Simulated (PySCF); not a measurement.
Work out the structure from these simulated measurements.

Formula: C6H12O.

- NMR, other nuclei: isotropic shieldings of nuclei other than C and H, by class: -338 (1 O) ppm [GIAO PBE0/pcSseg-1]
- Dipole: 2.71 D [PBE0/def2-SVPD]
- UV, first state: lowest singlet excitation: 4.31 eV (287 nm, f = 0.000) [TDDFT PBE0/def2-SVPD]
- Rotational structure: rotational constants A, B, C: 3.821, 1.626, 1.257 GHz [GFN2-xTB]
- Polarisability: 76.1 au [PBE0/def2-SVPD]
- Triplet: lowest triplet excitation (Tamm–Dancoff): 3.68 eV [TDA PBE0/def2-SVPD]
- 13C NMR: chemical shifts (computed TMS as zero) by class: 208.9 (1 C), 52.2 (1 C), 36.3 (1 C), 25.9 (1 C), 17.3 (1 C), 17.1 (1 C) ppm [GIAO PBE0/pcSseg-1]

Electronic properties: PySCF, gas phase, density fitting. Levels stand in brackets. NMR shifts are as computed; neighbouring signals can stand in another order in a measured spectrum. The structure is a single GFN2-xTB conformer in the gas phase; no vibrational or solvent corrections. NMR classes are plain means over equivalent atoms (diastereotopic ones count apart unless rotation or inversion swaps them), as if these changed places fast.

Q: Give a SMILES that accounts for the data.

A: Numbering: `[CH3:1][CH2:2][CH2:3][C@@H:4]([CH3:5])[CH:6]=[O:7]`. Its formula, C6H12O, gives 1 degree of unsaturation: 0 rings and 1 π bond in the structure found. 6 carbons fall into 6 classes; from least to most shielded: aldehyde carbon [C6] (208.9 ppm), sp3 carbon next to a carbonyl [C4] (52.2 ppm), chain CH2 carbon [C3] (36.3 ppm), chain CH2 carbon [C2] (25.9 ppm), methyl carbon [C5] (17.3 ppm), methyl carbon [C1] (17.1 ppm). The other shieldings belong to: -338 ppm, aldehyde oxygen [O7]. S1 is mainly HOMO→LUMO (weight 0.98); the largest Löwdin shares of the orbital it empties are 0.55 on the aldehyde oxygen, 0.16 on the aldehyde carbon, 0.11 on the sp3 carbon next to a carbonyl and 0.09 on the formyl hydrogen, of the orbital it fills 0.39 on the aldehyde carbon, 0.34 on the aldehyde oxygen, 0.07 on the sp3 carbon next to a carbonyl and 0.06 on the formyl hydrogen. The optimised geometry has point group C1 and is an asymmetric top. Structure: 2-methylpentanal, `CCC[C@@H](C)C=O`. Computed isomers that give other values at the same levels: `OC1CCCCC1` (rotational constant A: 4.331 GHz; this holds for the one conformer computed); `C/C=C(\C)OCC` (13C chemical shifts (computed TMS as zero) by class: 162.7 (1 C), 92.5 (1 C), 64.5 (1 C), 20.6 (1 C), 17.5 (1 C), 13.9 (1 C) ppm); `C=C(C)CCCO` (13C chemical shifts (computed TMS as zero) by class: 154.9 (1 C), 116.6 (1 C), 69.6 (1 C), 39.9 (1 C), 39.4 (1 C), 24.5 (1 C) ppm). The assignments are read from this structure; whether some other isomer fits the data as well wasn't checked. The mirror image fits equally.

The values belong to the conformer `[CH3:1][CH2:2][CH2:3][C@@H:4]([CH3:5])[CH:6]=[O:7]`: C1–C2–C3–C4 -179°, C2–C3–C4–C5 167°, C3–C4–C6–O7 -7°.
